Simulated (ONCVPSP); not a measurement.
## Potentials for rhodium compared

Generated with ld1.x 7.5 (TM, RRKJ, ultrasoft, PAW), atompaw 4.2 or ONCVPSP 4.0.1. The cutoff is in Ry: for ld1.x and atompaw files where the sum of valence levels is converged to 10 mRy in a Bessel basis, for ONCV files where the hardest occupied wave has 1 mHa per electron of residual kinetic energy. The error is the largest all-electron minus pseudo excitation energy over each file’s own four to seven test configurations (ionisations up to +4, promotions, holes and added fractions of an electron), all of which were solved. The labels leave out finer settings (local radius, basis sizes, second energies), which also bear on the numbers. Spin-polarised tests are not counted. The rows are a selection from randomly drawn settings: files with unsolved tests, undetermined cutoffs or missed reference levels are left out.

A true bound ghost makes a file unfit for plane-wave use even where its test errors are small: the radial tests pick states by their node count and pass the ghost by.

| potential | cutoff (Ry) | largest error (meV) | bound ghosts |
| --- | --- | --- | --- |
| ONCV, PBE, scalar-relativistic, rc 1.70/1.55/2.15 (spd), local smoothed, core correction yes, reference 4s2 4p6 4d8 5s1, qcut 7.1/8.2/7.3, projectors 3/2/2 | 48 | +33 | s |
| ONCV, LDA (Perdew-Wang 92), fully relativistic, rc 1.55/1.45/1.65 (spd), local smoothed, core correction yes, reference 4s2 4p6 4d8 5s1, qcut 6.6/11.1/8.2, projectors 2/2/2 | 82 | +1.8 | none |
| ONCV, LDA (Perdew-Wang 92), scalar-relativistic, rc 1.65/1.70/1.50 (spd), local smoothed, core correction no, reference 4s2 4p6 4d7 5s2, qcut 7.7/9.2/6.6, projectors 2/2/2 | 60 | -5.8 | none |
| ONCV, PBEsol, fully relativistic, rc 1.60/1.10/2.20 (spd), local smoothed, core correction yes, reference 4s2 4p6 4d7 5s2, qcut 8.7/8.6/8.4, projectors 2/2/3 | 86 | -267 | none |
| ONCV, LDA (Perdew-Zunger), scalar-relativistic, rc 1.45/1.90/1.50 (spd), local smoothed, core correction yes, reference 4s2 4p6 4d8 5p1, qcut 8.2/8/6.4, projectors 2/2/2 | 60 | -4.1 | none |

(1) Fill in the row for Rh: ONCV, PBEsol, scalar-relativistic, rc 1.20/1.30/1.20 (spd), local d, core correction yes, reference 4s2 4p6 4d9, qcut 9/8.3/6.9, projectors 2/2/0.

(2) Fill in the row for Rh: ONCV, LDA (Perdew-Wang 92), scalar-relativistic, rc 1.80/1.05/2.15 (spd), local smoothed, core correction yes, reference 4s2 4p6 4d8 5s1, qcut 5.9/8.6/8.2, projectors 2/2/2.

Results:

(1) cutoff 77 Ry, largest error +1.9 meV, bound ghosts: none.

(2) cutoff 90 Ry, largest error +21 meV, bound ghosts: none.
